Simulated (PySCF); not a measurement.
NICS in isomers of C7H10FPSi.

Definitions: NICS(0) = −σiso at the ring centroid; NICS(1) = −σiso and NICS(1)zz = −σzz at ±1 Å along the ring normal z. Level: GIAO PBE0/pcSseg-1 (PySCF, non-relativistic, gas phase) on the GFN2-xTB geometries, one conformer each. Atom numbers follow the mapped SMILES.

Task: Order these rings by mean NICS(1)zz, lowest (most negative) first (ppm).
A. ring C2–C3–C4–C5–C9–C10 in `[F:1][c:2]1[cH:3][cH:4][c:5]([PH:6][CH2:7][SiH3:8])[cH:9][cH:10]1`
B. ring C6–C7–C8–C9–C10 in `[F:1][C:2]([SiH3:3])=[C:4]=[P:5][C:6]1=[CH:7][CH2:8][CH2:9][CH2:10]1`
C. ring C2–C3–C4–P6–C7–C9 in `[CH3:1][c:2]1[cH:3][c:4]([F:5])[p:6][c:7]([CH3:8])[c:9]1[SiH3:10]`

Result: A (-27.2), C (-24.0), B (-2.2).

```json
{"SMILES": "Fc1ccc(PC[SiH3])cc1", "ring": "6-membered carbocycle; formal bonds all aromatic", "NICS(0)": "-9.6", "NICS(1)": "-11.0", "NICS(1)zz": "-27.2", "HOMA": "0.99", "rms pucker (Å)": "0.01", "ring atoms with four or more neighbours": "0"}
{"SMILES": "Cc1cc(F)pc(C)c1[SiH3]", "ring": "6-membered ring with P; formal bonds all aromatic", "NICS(0)": "-8.4", "NICS(1)": "-10.3", "NICS(1)zz": "-24.0", "HOMA": "0.91", "rms pucker (Å)": "0.01", "ring atoms with four or more neighbours": "0"}
{"SMILES": "FC([SiH3])=C=PC1=CCCC1", "ring": "5-membered carbocycle; formal bonds 1 double, 4 single", "NICS(0)": "-1.6", "NICS(1)": "-3.0", "NICS(1)zz": "-2.2", "HOMA": "–", "rms pucker (Å)": "0.09", "ring atoms with four or more neighbours": "3"}
```

NICS(0) gives the same order. The isotropic NICS(1) gives the same order. HOMA uses Krygowski's 1993 parameters; it is left out where a ring has a four-coordinate atom, a triple bond, no multiple bond or a kind of bond without parameters. NICS(1) and NICS(1)zz are means over the two faces.
